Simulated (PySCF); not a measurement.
MoF₆, SMILES [Mo]([F])([F])([F])([F])([F])[F], multiplicity 1. The structure is a stationary point at B3LYP-D3(BJ)/def2-SVP. The multiplicity is an assumed one; no other spin state was optimised. The isomer is the one that the SMILES or the coordinates give; other isomers of the formula were not compared. The def2 effective core potentials stand for the cores of Mo; spin–orbit coupling is left out.

All values below come from B3LYP-D3(BJ)/def2-SVP run with PySCF.

Harmonic wavenumbers (cm⁻¹): 129, 129, 129, 260, 260, 260, 310, 310, 310, 663, 663, 744, 760, 760, 760. Rotational constants (GHz): 1.989, 1.989, 1.989; symmetry number 24.

Question: Work out the zero-point energy and the ideal-gas rigid-rotor harmonic-oscillator thermochemistry at 298.15 K and 1 atm.

Answer: ZPE = ½ Σ hcν = ½ × 6446 cm⁻¹ = 9.21 kcal/mol. H − E(el) = 14.92 kcal/mol. Entropy in cal/(mol K): translation 41.93, rotation 21.79, vibration 19.66, total 83.38. G − E(el) = -9.94 kcal/mol. Cp = 28.63 cal/(mol K). Modes under 150 cm⁻¹ make the vibrational entropy uncertain.
